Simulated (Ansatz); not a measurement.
`N#[C][GeH2][C]#N` + CH₃OH → `C[O][GeH2][C]#N` + `C#N` at 600 K and 1 bar (ligand exchange at a Ge–C bond).

Gas-phase electronic energies from Ansatz, PBE0-D4/def2-TZVP geometries. CCSD(T)/CBS is the MP2 limit (def2-TZVPP, def2-QZVPP) plus CCSD(T) − MP2 in def2-TZVPP, frozen cores. This one scheme is used for every species. For Ge outer-core shells are correlated without core-valence functions, which leaves a few kJ/mol of doubt a bond. Scalar relativity is left out up to krypton. Each species was taken in one conformer, which may not be the lowest.

```tsv
species	CCSD(T)/CBS energy (Eh)	H − E (kJ/mol)	S (J/(mol·K))
`N#[C][GeH2][C]#N`	-2262.78307	136.8	403.6
CH₃OH	-115.61712	163.6	277.3
`C[O][GeH2][C]#N`	-2285.08390	234.2	449.2
`C#N`	-93.32098	64.3	228.4
```

H − E and S are ideal-gas, rigid-rotor, harmonic terms from PBE0-D4/def2-TZVP, for one conformer and one mirror image of each species. 1 Eh = 2625.50 kJ/mol, R = 8.31446 J/(mol·K).

Problem. By hand: ΔE, ΔH, ΔS and ΔG.

Solution. ΔE = (-2285.08390) + (-93.32098) − (-2262.78307) − (-115.61712) = -0.00469 Eh = -12.3 kJ/mol. Δ(H − E) = 234.2 + 64.3 − 136.8 − 163.6 = -1.9, so ΔH = -14.2 kJ/mol. ΔS = 449.2 + 228.4 − 403.6 − 277.3 = -3.3 J/(mol·K). ΔG = -14.2 − 600 × (-3.3)/1000 = -12.2 kJ/mol.

Problem. By hand: the equilibrium constant, and the temperature at which ΔG would vanish if ΔH and ΔS stayed fixed.

Solution. log₁₀ K = −ΔG/(RT ln 10) = 1.1. ΔG = 0 at ΔH/ΔS = 4303 K, far beyond where these terms or the molecules hold.

The number of gas molecules stays the same, so ΔS is small and ΔH decides. A doubt of 5 kJ/mol in ΔE shifts log₁₀ K by 0.4 here. Other conformers and mirror images would add mixing entropy, several J/(mol·K) or more a flexible species. Modes under 60 cm⁻¹, often nearly free rotors, make the harmonic entropy too high. These are equilibria of isolated gas molecules and say nothing of rates. Largest T1 diagnostic: 0.014 (customary marks: 0.02 for closed shells, 0.045 for open ones).
